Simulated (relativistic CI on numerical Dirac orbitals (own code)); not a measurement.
**Crystal-field levels of Eu³⁺, 4f6**

Calculated by Dirac-Coulomb-Breit CI, KLI orbitals optimised for each configuration, model QED (radiative potential, 1s self-energy scaled to tabulated hydrogen-like ionisation energies), valence Slater integrals scaled by 0.75, one configuration in a parametric crystal field (own radial code).

Field parameters in Wybourne normalisation. The field is a parameter set, without covalency.

S and J are read from ⟨S²⟩ = S(S + 1) and ⟨J²⟩ = J(J + 1) of each level; they are not fictitious spins.

D3d, B20 = -710, B40 = 1330, B43 = -1050, B60 = 380, B63 = -200, B66 = -740 cm⁻¹, the lowest 10 levels:

```json
{"E (cm⁻¹)": "0.0", "Degeneracy": "1", "Irrep": "A1", "S": "2.92", "J": "0.31"}
{"E (cm⁻¹)": "281", "Degeneracy": "1", "Irrep": "A2", "S": "2.94", "J": "1.14"}
{"E (cm⁻¹)": "509", "Degeneracy": "2", "Irrep": "E", "S": "2.94", "J": "1.12"}
{"E (cm⁻¹)": "987", "Degeneracy": "1", "Irrep": "A1", "S": "2.96", "J": "2.03"}
{"E (cm⁻¹)": "1078", "Degeneracy": "2", "Irrep": "E", "S": "2.96", "J": "2.10"}
{"E (cm⁻¹)": "1312", "Degeneracy": "2", "Irrep": "E", "S": "2.96", "J": "2.07"}
{"E (cm⁻¹)": "1975", "Degeneracy": "2", "Irrep": "E", "S": "2.97", "J": "3.08"}
{"E (cm⁻¹)": "2019", "Degeneracy": "1", "Irrep": "A2", "S": "2.97", "J": "3.10"}
{"E (cm⁻¹)": "2095", "Degeneracy": "2", "Irrep": "E", "S": "2.97", "J": "2.99"}
{"E (cm⁻¹)": "2144", "Degeneracy": "1", "Irrep": "A2", "S": "2.97", "J": "3.01"}
```

D3h, B20 = 760, B40 = 50, B60 = -640, B66 = -220 cm⁻¹, the lowest 10 levels:

```json
{"E (cm⁻¹)": "0.0", "Degeneracy": "1", "S": "2.92", "J": "0.12"}
{"E (cm⁻¹)": "364", "Degeneracy": "2", "S": "2.94", "J": "1.03"}
{"E (cm⁻¹)": "587", "Degeneracy": "1", "S": "2.93", "J": "1.03"}
{"E (cm⁻¹)": "1071", "Degeneracy": "2", "S": "2.96", "J": "2.02"}
{"E (cm⁻¹)": "1200", "Degeneracy": "2", "S": "2.96", "J": "2.02"}
{"E (cm⁻¹)": "1260", "Degeneracy": "1", "S": "2.96", "J": "1.99"}
{"E (cm⁻¹)": "1984", "Degeneracy": "1", "S": "2.97", "J": "3.02"}
{"E (cm⁻¹)": "2000", "Degeneracy": "1", "S": "2.97", "J": "3.03"}
{"E (cm⁻¹)": "2028", "Degeneracy": "2", "S": "2.97", "J": "3.03"}
{"E (cm⁻¹)": "2063", "Degeneracy": "1", "S": "2.97", "J": "3.01"}
```

The next free-ion level lies 428 cm⁻¹ above the lowest; the ground level cannot split, and the field only mixes in higher J.

Levels of this model without a field, named by their leading LS term (the scale mimics covalency, so terms lie below those of the real free ion): ⁷F0 0, ⁷F1 428, ⁷F2 1144, ⁷F3 2029, ⁷F4 3006, ⁷F5 4025, ⁷F6 5049, ⁵D0 14049 cm⁻¹.
